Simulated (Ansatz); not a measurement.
Calculated with Ansatz (gas phase, PBE0-D4/def2-TZVP geometries, no zero-point term in ΔE). CCSD(T)/CBS adds triple-zeta CCSD(T) − MP2 to the extrapolated MP2 energy (def2 sets, frozen cores). This one scheme is used for every species. DFT in def2-TZVPP. B3LYP here is the variant with VWN-RPA as its local correlation; programs differ in this. HSE06 is defined as in plane-wave codes. One conformer a species, not always the lowest.

`F[SiH2]N[SiH3]` + `OCF` → `FCO[SiH2]F` + `N[SiH3]`  (ligand exchange at the Si–N bond)

`F[SiH2]N[SiH3]`:

Z-matrix (Å, degrees):
```
Si
N 1 1.706
F 1 1.601 2 112.6
H 1 1.478 2 108.8 3 117.8
H 1 1.480 2 109.3 3 -117.5
Si 2 1.733 1 128.1 3 -87.6
H 2 1.011 1 115.6 3 85.3
H 6 1.487 2 110.9 1 -127.0
H 6 1.487 2 112.0 1 112.6
H 6 1.483 2 106.7 1 -7.3
```

`OCF`:

```xyz
6

O     0.313   -0.578    0.859
C    -0.229   -0.003   -0.259
F     0.748    0.286   -1.193
H     0.817    0.083    1.344
H    -0.740    0.944   -0.048
H    -0.909   -0.731   -0.703
```

`FCO[SiH2]F`:

```xyz
9

F     0.680    0.901   -1.586
C    -0.370    1.110   -0.722
O    -0.097    0.559    0.508
Si    0.336   -0.989    0.831
F    -0.752   -1.980    0.215
H    -0.491    2.188   -0.598
H    -1.256    0.656   -1.176
H     1.636   -1.343    0.228
H     0.314   -1.102    2.300
```

`N[SiH3]`:

```xyz
7

N     0.246    0.877    0.555
Si   -0.051   -0.530   -0.389
H     0.402    0.789    1.546
H    -0.251    1.729    0.348
H     0.996   -1.531   -0.056
H    -1.376   -1.188   -0.182
H     0.034   -0.146   -1.821
```

| level | ΔE (kJ/mol) | difference from CCSD(T)/CBS |
| --- | --- | --- |
| LDA (SPW92) | -16.8 | 4.3 |
| PBE-D4 | -16.2 | 4.9 |
| revPBE-D4 | -15.6 | 5.5 |
| r2SCAN-D4 | -22.6 | -1.5 |
| B97M-V | -24.1 | -3.0 |
| PBE0-D4 | -17.5 | 3.6 |
| B3LYP-D4 | -22.9 | -1.8 |
| r2SCAN0-D4 | -22.3 | -1.2 |
| HSE06-D4 | -17.3 | 3.8 |
| BHLYP-D4 | -24.7 | -3.6 |
| CAM-B3LYP-D4 | -25.0 | -3.9 |
| ωB97X-V | -22.7 | -1.6 |
| ωB97M-V | -21.9 | -0.8 |
| B2PLYP | -24.5 | -3.4 |
| PBE-QIDH | -20.0 | 1.1 |
| revPBE | -17.8 | 3.3 |
| BLYP | -24.7 | -3.6 |
| r2SCAN | -23.0 | -1.9 |
| PBE0 | -18.8 | 2.3 |
| r2SCANh | -22.9 | -1.8 |
| r2SCAN0 | -22.8 | -1.7 |
| HSE06 | -18.6 | 2.5 |
| BHLYP | -27.6 | -6.5 |
| LC-ωPBE | -20.5 | 0.6 |
| RPA@PBE/def2-TZVPP | -22.0 | -0.9 |
| HF/def2-SVP | -22.4 | -1.3 |
| MP2/def2-SVP | -16.6 | 4.5 |
| CCSD/def2-SVP | -16.9 | 4.2 |
| CCSD(T)/def2-SVP | -16.0 | 5.1 |
| HF/def2-TZVPP | -31.3 | -10.2 |
| MP2/def2-TZVPP | -21.4 | -0.3 |
| SCS-MP2/def2-TZVPP | -23.5 | -2.4 |
| CCSD/def2-TZVPP | -22.8 | -1.7 |
| CCSD(T)/def2-TZVPP | -21.3 | -0.2 |
| HF/def2-QZVPP | -31.8 | -10.7 |
| MP2/def2-QZVPP | -21.5 | -0.4 |
| SCS-MP2/def2-QZVPP | -23.5 | -2.4 |
| HF/CBS(def2) | -31.9 | -10.8 |
| MP2/CBS(def2) | -21.2 | -0.1 |
| CCSD/CBS(def2) | -22.5 | -1.4 |
| CCSD(T)/CBS | -21.1 | 0 |

Largest T1 diagnostic among the species: 0.012.

In def2-TZVPP, CCSD(T) changes the Hartree–Fock value by +10.0 kJ/mol (the triples alone add +1.5 kJ/mol) and MP2 by +9.9 kJ/mol. Leaving LDA and LC-ωPBE aside and taking each functional with its dispersion term where it has one, the values spread over 9.3 kJ/mol, from CAM-B3LYP-D4 to revPBE-D4.
